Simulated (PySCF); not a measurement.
Sn(I)(SH) (HISSn), SMILES [SH][Sn][I] (connectivity only; charge and spin as stated), neutral, multiplicity 1. Geometry: B3LYP-D3(BJ)/def2-SVP. The def2 effective core potentials stand for the cores of I, Sn; spin–orbit coupling is left out. The values are those of a single conformer.

Method: B3LYP-D3(BJ)/def2-SVP (PySCF).

Harmonic wavenumbers (cm⁻¹): 85, 187, 318, 330, 650, 2645. Rotational constants (GHz): 3.584, 0.8520, 0.6884; symmetry number 1.

**Question.** Work out the zero-point energy and the ideal-gas rigid-rotor harmonic-oscillator thermochemistry at 298.15 K and 1 atm.

**Answer.** ZPE = ½ Σ hcν = ½ × 4216 cm⁻¹ = 25.22 kJ/mol. H − E(el) = 41.07 kJ/mol. Entropy in J/(mol K): translation 178.96, rotation 123.07, vibration 37.54, total 339.58. G − E(el) = -60.18 kJ/mol. Cp = 66.73 J/(mol K). Modes under 150 cm⁻¹ make the vibrational entropy uncertain.
